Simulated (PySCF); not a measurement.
# Exercise with solution: oscillator strength and radiative lifetime

Al(H)(OMe)(NH2) (CH6AlNO), SMILES C[O][AlH][NH2].

Coordinates come from a r2SCAN-D4/def2-SVP optimisation. Other conformers were not sampled.

TDDFT-ωB97X/def2-SVPD run with PySCF 2.14.0 puts the first singlet state with f over 0.02 at 6.49 eV (vertical), with the transition dipole (0.000, 0.000, -0.625) in atomic units.

Task: Find the oscillator strength, the wavelength and the radiative lifetime that this transition would have in vacuum if emission retraced absorption.

Result: 
|μ|² = 0.3906 au, so |μ| = 1.59 D. ΔE = 6.49/27.211 = 0.2385 hartree. f = (2/3) ΔE |μ|² = 0.062 (the program prints 0.062).
λ = 1239.84/6.49 = 191 nm; ν = 52345 cm⁻¹.
Einstein's coefficient A = 0.6670 ν² f s⁻¹ (ν in cm⁻¹) = 1.1e8 s⁻¹, so τ = 1/A = 8.8 ns. This state is S1. The figure is the radiative limit of this one transition; relaxation, internal conversion, crossing to triplets and a medium change what is measured.
